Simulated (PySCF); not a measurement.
Molecule: C$_{5}$H$_{7}$ (charge -1, singlet). It need not be the lowest isomer of its formula. Whether it binds its extra electron was not tested at this geometry. 
Geometry from a B3LYP-D3(BJ)/def2-TZVP (Ansatz) optimisation:
SMILES: [CH-]=C/C=C\C
```xyz
12

C      2.5188    -0.2574     0.2166
C      1.1576    -0.3714     0.2079
C      0.2024     0.6198    -0.2587
C     -1.1476     0.5856    -0.3002
C     -2.0153    -0.5530     0.1542
H      2.7636     0.7508    -0.2070
H      0.7052    -1.2968     0.5866
H      0.6741     1.5304    -0.6313
H     -1.6756     1.4515    -0.6955
H     -2.7114    -0.2493     0.9481
H     -2.6340    -0.9515    -0.6618
H     -1.4168    -1.3767     0.5421
```
Charge -1, spin multiplicity 1.

Dispersion corrections to the total energy (kcal/mol) from the dftd3 and dftd4 libraries through PySCF: D3(BJ) without and D4 with the three-body term, each with the damping fitted for the functional named.

```json
[
 {"functional": "PW6B95", "D3(BJ)": "-2.53", "D4": "-5.07"},
 {"functional": "revPBE", "D3(BJ)": "[?]", "D4": "-20.49"},
 {"functional": "B2GP-PLYP", "D3(BJ)": "-2.98", "D4": "[?]"},
 {"functional": "TPSSh", "D3(BJ)": "-6.17", "D4": "-7.24"},
 {"functional": "BLYP", "D3(BJ)": "-11.32", "D4": "-13.18"},
 {"functional": "LC-wPBE", "D3(BJ)": "[?]", "D4": "-6.47"},
 {"functional": "BP86", "D3(BJ)": "-8.21", "D4": "-7.65"}
]
```

Complete the blanks.


- revPBE, D3(BJ): -14.14
- B2GP-PLYP, D4: -2.46
- LC-wPBE, D3(BJ): -4.92
